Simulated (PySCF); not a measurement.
**Orbital picture of IBr**

PBE0 at R = 2.477 Å; basis I cc-pVTZ-PP with ECP28, Br cc-pVTZ-PP with ECP10; scalar-relativistic core potentials; PySCF 2.14. State: ¹Σ⁺ (singlet), closed shell. Only the outer orbitals are listed, counted within each symmetry, core potentials removing the inner ones.

```
orbital  occ.  ε (eV)  on I (%)  main shells (%)
     7σ     2  -23.18        18  81 Br s, 15 I s
     8σ     2  -19.38        80  80 I s, 16 Br s
     9σ     2  -11.28        46  52 Br p, 41 I p
     5π     2   -9.72        34  65 Br p, 33 I p
     5π     2   -9.72        34  65 Br p, 33 I p
     6π     2   -7.64        66  66 I p, 34 Br p
     6π     2   -7.64        66  66 I p, 34 Br p
    10σ     0   -3.63        60  57 I p, 40 Br p
    11σ     0    3.18        93           85 I s
     7π     0    5.31        72  70 I d, 27 Br d
```

Question: Which are the highest filled and the lowest empty level, where do they sit, and how wide is the gap?

Answer: Highest filled 6π at -7.64 eV (in %: 66 I p, 34 Br p); lowest empty 10σ at -3.63 eV (in %: 57 I p, 40 Br p); the gap at PBE0 is 4.01 eV.

The bond order (Mayer) is 1.09, the ⟨S²⟩ is 0.000 and the charge on I (Mulliken, basis-dependent) is 0.10. The charge on I (Löwdin, basis-dependent) is 0.07 and the dipole moment (positive dipole means I(−)Br(+)) is -0.64 D. The polarisability along the bond is 70.4 bohr³. The polarisability across the bond is 36.2 bohr³.

Spin–orbit coupling is left out.
